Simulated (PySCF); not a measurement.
## Ionisation energy of Eu by level of theory

Eu [Xe] 4f7 6s2 [4f5/2^6 4f7/2^1, M_J = 7/2] → Eu⁺ [Xe] 4f7 6s1 [4f5/2^6 4f7/2^1 6s1/2^1, M_J = 4], as a difference of total energies. Calculation: PySCF 2.14, in x2c-QZVPPall-2c (16s16p12d6f4g1h, 213 functions); the two-component X2C-1e Hamiltonian. Correlated levels: [Ar] 3d10 frozen; the 40 highest virtual spinors dropped. "Screened" scales the spin-orbit matrix elements by Boettger's factors to mimic the two-electron term; Breit and QED terms are absent.

```csv
method,ionisation energy (eV)
GHF (spin-free),4.632
GMP2 (spin-free),5.618
GHF (screened spin-orbit),4.633
GMP2 (screened spin-orbit),5.620
```

How much does correlation contribute at GMP2 (screened spin-orbit)?

5.620 − (4.633) = 0.987 eV, measured against GHF (screened spin-orbit).

The labels give the starting determinants; with spin-orbit coupling the two ends relaxed to ⟨J²⟩ = 15.76, ⟨L²⟩ = 0.10, ⟨S²⟩ = 15.71 and ⟨J²⟩ = 20.01, ⟨L²⟩ = 0.10, ⟨S²⟩ = 19.94.

For comparison: 5.670 eV (measured; NIST Atomic Spectra Database, ionization energies).
